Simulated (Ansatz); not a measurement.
Calculated with Ansatz (gas phase, PBE0-D4/def2-TZVP geometries, no zero-point term in ΔE). CCSD(T)/CBS is the MP2 limit (def2-TZVPP, def2-QZVPP) plus CCSD(T) − MP2 in def2-TZVPP, frozen cores. Functionals use def2-TZVPP. One conformer a species, not always the lowest.

Reaction (redistribution): `O[SiH2]O[SiH](Cl)Cl` + `C=C[SiH2]N[SiH3]` → `C=C[SiH2]N[SiH2]O` + `[SiH3]O[SiH](Cl)Cl`

| level | ΔE (kcal/mol) |
| --- | --- |
| r2SCAN-D4 | 1.3 |
| PBE0-D4 | 1.4 |
| ωB97M-V | 1.3 |
| B2PLYP | 1.8 |
| HF/def2-TZVPP | 2.2 |
| CCSD(T)/def2-TZVPP | 1.5 |
| HF/def2-QZVPP | 2.3 |
| CCSD/CBS(def2) | 1.6 |

What does CCSD(T)/CBS give? (An estimate is asked.)

The calculation gave: +1.4 kcal/mol. The listed levels differ from it by -0.1, 0.0, -0.1, 0.4, 0.8, 0.1, 0.9, 0.2 kcal/mol.

Largest T1 diagnostic among the species: 0.011.

The D4 term adds −0.9 kcal/mol with B3LYP and −0.5 kcal/mol with PBE0; it sums over pairs of atoms, weighted by their polarisabilities, and B3LYP, whose exchange is more repulsive, gets the larger term. In def2-TZVPP, CCSD(T) changes the Hartree–Fock value by −0.7 kcal/mol (the triples alone add −0.1 kcal/mol) and MP2 by −0.9 kcal/mol.

B3LYP here is the variant with VWN-RPA as its local correlation; programs differ in this.
